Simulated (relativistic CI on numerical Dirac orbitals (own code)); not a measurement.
Line list: Electric-dipole lines, Si10+

These numbers are calculated, not measured: Dirac-Coulomb-Breit CI, orbitals from a KLI potential per configuration, model QED (radiative potential, 1s self-energy scaled to tabulated hydrogen-like ionisation energies), unscaled Slater integrals (own radial code, finite nucleus).

Configurations in the expansion (outside the closed core 1s2): 2s2, 2s 2p, 2p2, 2p 3s, 2p 3p, 2s 3s, 2s 3p, 2s 3d, 2s 4s, 2s 4p, 2s 4d, 2s 4f, 3s2, 3s 3p, 3p2. Levels of other configurations are missing.

| λ vac (nm) | Lower | Upper | A (s⁻¹) | gf | Branching (%) |
| --- | --- | --- | --- | --- | --- |
| 3.5466 | 2s 2p 3P°_2 [4] | 2s 4d 3D_3 [43] | 4.16e+11 | 5.48e-01 | 80.1 |
| 3.7501 | 2s 2p 1P°_1 [5] | 2s 4d 1D_2 [47] | 4.31e+11 | 4.54e-01 | 81.1 |
| 4.2831 | 2s 2p 3P°_2 [4] | 2p 3p 3P_2 [32] | 3.04e+11 | 4.19e-01 | 77.6 |
| 4.3290 | 2s 2p 3P°_2 [4] | 2p 3p 3D_3 [28] | 1.98e+11 | 3.90e-01 | 99.4 |
| 4.3699 | 2s2 1S_0 [1] | 2s 3p 1P°_1 [13] | 6.19e+11 | 5.31e-01 | 93.3 |
| 4.5585 | 2s 2p 1P°_1 [5] | 2p 3p 1D_2 [33] | 5.86e+11 | 9.12e-01 | 99.4 |
| 4.6276 | 2s 2p 3P°_0 [2] | 2s 3d 3D_1 [17] | 7.62e+11 | 7.34e-01 | 55.6 |
| 4.6320 | 2s 2p 3P°_1 [3] | 2s 3d 3D_2 [18] | 1.02e+12 | 1.65e+00 | 75.1 |
| 4.6325 | 2s 2p 3P°_1 [3] | 2s 3d 3D_1 [17] | 5.70e+11 | 5.50e-01 | 41.6 |
| 4.6421 | 2s 2p 3P°_2 [4] | 2s 3d 3D_3 [19] | 1.36e+12 | 3.07e+00 | 100.0 |
| 4.6430 | 2s 2p 3P°_2 [4] | 2s 3d 3D_2 [18] | 3.40e+11 | 5.49e-01 | 24.9 |
| 4.9443 | 2s 2p 1P°_1 [5] | 2s 3d 1D_2 [20] | 9.40e+11 | 1.72e+00 | 99.9 |
| 13.868 | 2s 3p 1P°_1 [13] | 2s 4d 1D_2 [47] | 8.31e+10 | 1.20e+00 | 15.6 |
| 14.156 | 2s 3p 3P°_1 [15] | 2s 4d 3D_2 [42] | 7.01e+10 | 1.05e+00 | 13.5 |
| 14.177 | 2s 3p 3P°_2 [16] | 2s 4d 3D_3 [43] | 1.03e+11 | 2.17e+00 | 19.8 |
| 14.792 | 2s 3d 3D_1 [17] | 2s 4f 3F°_2 [44] | 1.77e+11 | 2.91e+00 | 83.2 |
| 14.797 | 2s 3d 3D_2 [18] | 2s 4f 3F°_3 [45] | 1.88e+11 | 4.31e+00 | 88.1 |
| 14.805 | 2s 3d 3D_3 [19] | 2s 4f 3F°_4 [46] | 2.11e+11 | 6.25e+00 | 99.2 |
| 15.521 | 2s 3d 1D_2 [20] | 2s 4f 1F°_3 [48] | 2.00e+11 | 5.07e+00 | 98.5 |
| 36.317 | 2s 2p 3P°_2 [4] | 2p2 3P_2 [8] | 3.97e+09 | 3.93e-01 | 73.8 |

Terms are leading LS components. Brackets give the number of a level in order of energy, since labels repeat. The list gives strong lines, with weight on those to low levels, without lines whose two gauges differ by over a factor of 2.5, among the lowest 48 of 58 levels, so that lines to higher ones, which can be the strongest, are missing. Levels whose partners in the same complex of configurations lie outside the list can be far off, and so can their lines. Rates are taken at the computed energies, electric ones in the length gauge.

At this charge energies of transitions that change n are usually good to better than 1 %, and those within a shell (Δn = 0) to a few per cent.

Task: From the table, what is the radiative lifetime of 2s 4d 3D_3?

Result: The listed rates from this level add up to about 5.18e+11 s⁻¹, 100 % of its decay; with all channels τ = 1.93e-12 s.
